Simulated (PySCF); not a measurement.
Calculation: PBE0-D4/def2-TZVP // PBE0-D4/def2-SVP in PySCF. All species are isolated molecules in the gas phase. One relaxed conformer stands for a flexible species; it need not be the lowest. Delta-SCF ions had no search for a lower state. Excitations are Tamm–Dancoff values on a coarser integration grid. The basis has no diffuse functions, so Rydberg states are missing or too high.

Reference species (SMILES): `Bc1ccc2scc(B)c2c1` (neutral, multiplicity 1).

The S1–T1 gap (TDA) is 1.11 eV and the vertical ionisation energy (Delta-SCF) is 8.51 eV. The S1 excitation (TDA) comes out as 4.04 eV.

Changed species: `Bc1ccc2sc(B)cc2c1`.

### Question
Predict the effect on the S1–T1 gap (TDA), vertical ionisation energy (Delta-SCF) and S1 excitation (TDA).

### Answer
the S1–T1 gap (TDA) goes up by 0.05 eV, to 1.16 eV; the vertical ionisation energy (Delta-SCF) falls by 0.05 eV, to 8.46 eV; the S1 excitation (TDA) falls by 0.30 eV, to 3.74 eV.
